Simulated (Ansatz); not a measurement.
The first iterations of a band of a periodic cell of 17 atoms, Be₁₆H (host Be, host structure hcp, interstitial H).

Theory: Ansatz, DFT PBE, scalar-relativistic, plane waves, PAW. Settings: cutoff 420 eV, k mesh 5x5x3, gaussian smearing 0.1 eV, no spin polarisation.

```
movable images  : 3
climbing image  : yes
spring          : 5.0 eV/Å²
optimiser       : quadratic models (default)
start path      : IDPP
force threshold : 0.05 eV/Å
iteration limit : 67
end points      : relaxed
```

Image 0:

```xyz
17
Lattice="-2.2900 -3.9664 0.0000 3.4350 -1.9832 0.0000 0.0000 0.0000 7.1769" Properties=species:S:1:pos:R:3
Be 0.002 -3.971 -0.019
Be 0.000 -2.683 1.772
Be 0.002 -3.971 3.594
Be 0.002 -2.651 5.380
Be -1.154 -1.983 0.005
Be 2.259 -2.630 1.773
Be -1.181 -2.002 3.614
Be 2.301 -2.654 5.400
Be 1.128 -1.977 -0.014
Be 1.176 -0.646 1.772
Be 1.170 -2.001 3.612
Be 1.149 -0.665 5.380
Be -0.008 0.003 0.005
Be 1.138 -4.627 1.791
Be -0.005 0.035 3.614
Be 1.138 -4.627 5.404
H -0.004 -1.324 2.693
```

Image 4:

Only the atoms that move by more than 0.05 Å are listed.
```
Be9 1.175 -2.001 -0.022
H17 0.002 -1.332 0.900
```

| iteration | highest image above the first end (eV) | largest band force component (eV/Å) |
| --- | --- | --- |
| 1 | 0.684 | 1.384 |
| 2 | 0.559 | 0.858 |

Problem. Does the band converge within its limit, and where does its top end?

Solution. The forces met the threshold. It ended after 6 iterations with the highest image 0.492 eV above the first end. By the program's own check the climbing image is of a kind that is not told: the force calls were inconclusive, a negative curvature could not be distinguished from the path's own, the only one lies far off the path, or fixed occupations may fill a level only in part (lowest curvatures found: -2.80 and 0.48 eV/Å²). Limits of this set-up: coarse k mesh, odd electron count without spin.

Run time: 10 min on 1 thread of Arm Neoverse V1 (shared host), peak memory 0.65 GiB.
